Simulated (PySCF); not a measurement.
# Vertical excitation energies

Compound: C₆H₇P₃.
SMILES: `c1pc(pcp1)C1CC1`

Computed with TDDFT CAM-B3LYP/def2-SVPD, vertical, gas phase, core orbitals frozen in the response (PySCF). The structure is a single GFN2-xTB conformer in the gas phase; no vibrational or solvent corrections. Torsions of this conformer, `[cH:1]1[p:2][cH:3][p:4][c:5]([CH:6]2[CH2:7][CH2:8]2)[p:9]1`: P4–C5–C6–C7 144°.

| state | λ (nm) | E (eV) | f | symmetry | main configurations (H = HOMO, L = LUMO) |
| --- | --- | --- | --- | --- | --- |
| S1 | 342.1 | 3.62 | 0.014 | A′ | H→L (68%), H-3→L+1 (20%) |
| S2 | 322.7 | 3.84 | 0.017 | A″ | H-1→L (93%) |
| S3 | 312.7 | 3.97 | 0.0003 | – | H-2→L (64%), H-1→L+1 (33%) |
| S4 | 307.7 | 4.03 | 0.0001 | – | H-1→L+1 (62%), H-2→L (32%) |
| S5 | 302.5 | 4.10 | 0.0092 | A″ | H-2→L+1 (91%) |
| S6 | 300.8 | 4.12 | 0.107 | A′ | H→L+1 (70%), H-3→L (16%), H→L (11%) |
| S7 | 255.4 | 4.85 | 0.209 | A′ | H-3→L+1 (56%), H→L (16%), H-3→L (14%) |
| S8 | 251.5 | 4.93 | 0.343 | A′ | H-3→L (62%), H-3→L+1 (18%), H→L+1 (10%) |

Triplets, Tamm–Dancoff:

```
state  E (eV)  λ (nm)  main configurations (H = HOMO, L = LUMO)
   T1    2.53   489.1       H→L+1 (53%), H-3→L (20%), H→L (17%)
   T2    2.96   419.5                    H→L (75%), H→L+1 (19%)
   T3    3.21   386.7                 H-1→L (82%), H-2→L+1 (9%)
```

The lowest singlet lies at 3.62 eV (342 nm, ultraviolet) and is weak; its leading configuration is HOMO→LUMO (68%). The strongest level in the table is S8 at 4.93 eV (252 nm, f = 0.343). It is the last of those listed, so stronger ones may follow. Löwdin shares by element: HOMO phosphorus 36%, carbon 21% or more (atoms not listed hold the other 43%); LUMO phosphorus 38% or more, carbon 33% or more (atoms not listed hold the other 29%). Orbital energies (eV): HOMO-3 -8.70, HOMO-2 -8.66, HOMO-1 -8.58, HOMO -7.97, LUMO -1.40, LUMO+1 -1.28, LUMO+2 1.47. The listed states span 1.31 eV, and the widest gap between neighbours is 0.73 eV (S6 to S7). Of the 8 states listed, 5 reach f = 0.01 and 2 stay under 0.0005. No computed singlet lies in the visible range (380 to 750 nm); the lowest, at 342 nm, stands 0.36 eV above its violet end (3.26 eV); a Tamm–Dancoff triplet lies at 489 nm, without intensity as long as spin–orbit coupling is left out. Symmetry labels in Cs follow from the direction of the transition dipole and are given only for states with f of 0.002 or more. Singlets were solved by full linear response, triplets in the Tamm–Dancoff approximation.

Hardware: one thread, Arm Neoverse V1 (aarch64), shared host. Cost: 76 s of wall time (grids of density and orbitals included), 1.2 GiB resident at most.
